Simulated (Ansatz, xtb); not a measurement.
**Relaxing a trial structure of ClFGeH4Si**

The starting geometry of this gas-phase singlet has its atoms placed at random.

| atom | x (Å) | y (Å) | z (Å) |
| --- | --- | --- | --- |
| Cl | 0.8794 | -0.2720 | 1.4414 |
| F | -1.0702 | -1.2570 | -1.2884 |
| Ge | -0.3058 | 0.4136 | -0.9772 |
| Si | 1.3209 | -1.2238 | -0.7507 |
| H | 1.9785 | -0.2617 | -0.2659 |
| H | 1.1427 | 1.0235 | -0.0983 |
| H | -0.8661 | 2.1690 | -0.0185 |
| H | -0.6726 | -0.5880 | -1.9546 |

**Question.** Guess where an optimisation with r2SCAN-D4/def2-SVP ends from this start.

**Answer.** It falls apart into ClGeH3Si + FH. Distances that change by over a tenth: Ge3–H6 (1.80 → 1.54 Å), Si4–H5 (1.26 → 1.52 Å). Contacts that open: F2–Ge3 (1.86 → 3.28 Å), Ge3–H8 (1.45 → 3.23 Å). Contacts that close: Cl1–Ge3 (2.78 → 2.35 Å), Cl1–Si4 (2.43 → 2.41 Å), Ge3–H7 (2.08 → 1.53 Å).

The energy falls by 9.34 eV over 27 steps:

```tsv
step	E − E(last) (eV)
1	9.336
4	2.584
7	1.493
10	0.711
13	0.172
15	0.015
18	0.002
21	0.000
24	0.000
27	0.000
```

Final geometry (Å):

```tsv
atom	x (Å)	y (Å)	z (Å)
Cl	0.4618	-0.4346	1.2777
F	-1.7501	-1.1579	-1.3764
Ge	0.4397	1.1207	-0.4805
Si	1.2992	-1.0765	-0.8886
H	2.7095	-0.6407	-0.5121
H	1.2275	2.2898	0.1482
H	-1.0404	1.5146	-0.5693
H	-0.9406	-1.6118	-1.5111
```

From the same start GFN2-xTB reaches the same bonding as this run.

From so rough a start the end depends on the optimiser's path, so another program may land elsewhere. The end wasn't checked by frequencies. Run with Ansatz 0.2.0, 62 s on 2 threads of Intel(R) Xeon(R) Platinum 8375C CPU @ 2.90GHz (Ice Lake) (shared host).
